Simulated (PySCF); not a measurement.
C5H4FN.
Bonds: F1–C2, C2–C3 (aromatic), C3–C4 (aromatic), C4–N5 (aromatic), N5–C6 (aromatic), C6–C7 (aromatic), C2–C7 (aromatic). Hydrogens: H8 on C3; H9 on C4; H10 on C6; H11 on C7.

The geometry is computed with GFN2-xTB (gas phase).

(1) List the bond lengths and angles at this level.

## Answers

(1) 
```
         bond  length (Å)     order
        F1–C2       1.345    single
 C2–C3, C2–C7       1.384  aromatic
 C3–C4, C6–C7       1.387  aromatic
 C4–N5, N5–C6       1.321  aromatic
C3–H8, C7–H11       1.078    single
C4–H9, C6–H10       1.081    single
```

Bonds in one row agree within 0.01 Å and their mean is given. Orders are formal, as drawn. A selection of angles:
```
   angle  degrees
F1–C2–C3    119.6
C3–C2–C7    120.7
C2–C3–C4    116.8
C2–C3–H8    120.9
C4–C3–H8    122.2
C3–C4–N5    123.6
C3–C4–H9    120.7
N5–C4–H9    115.7
C4–N5–C6    118.5
```

All 4 C–C bonds measure 1.384 to 1.387 Å. The 6-membered ring C2–C3–C4–N5–C6–C7 has internal angles of 116.8° to 123.6°; it is planar, 0.00 Å rms from its mean plane, widest ring torsion 0°. The 7 heavy atoms lie in one plane (0.000 Å rms).

Point group: C2v (tolerance 0.08 Å). GFN2-xTB frequencies: not computed here.
